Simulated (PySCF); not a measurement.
MCa anions for M along the chalcogens

PBE with double-zeta basis sets in PySCF, for the lowest determinant that a PBE0 search found; no spin–orbit coupling. De refers to high-spin ground-configuration atoms (the charge goes to the atom of lower measured ionisation energy or higher electron affinity, which is not always the lowest computed limit). A positive dipole points towards Ca; it is taken about the centre of mass and depends on that origin.

```csv
M,basis,charged atom,state (unpaired electrons),Re (Å),ωe (cm⁻¹),De (eV),μ (D)
O,def2-SVPD,O−,doublet (σ ↑),1.901,667,4.21,1.50
S,def2-SVPD,S−,doublet (σ ↑),2.412,408,3.12,2.63
Se,def2-SVPD,Se−,doublet (σ ↑),2.549,307,2.85,0.34
```

The shortest bond is that of CaO⁻ (1.901 Å), the longest that of CaSe⁻ (2.549 Å). CaO⁻ is bound most strongly (4.21 eV) and CaSe⁻ least (2.85 eV).

Down a group the atoms grow and get heavier, so bonds lengthen and wavenumbers fall; this series shows no clear exception.

Spin–orbit coupling is left out. For an ion De counts to the pair picked by the measured ionisation energies or electron affinities, which need not be the lowest pair at this level. The highest Kohn–Sham level is positive in some of these anions. Much of that is self-interaction error, but it also means that the finite basis helps to hold the extra electron. States were picked by a PBE0 search and need not be the measured ground states.
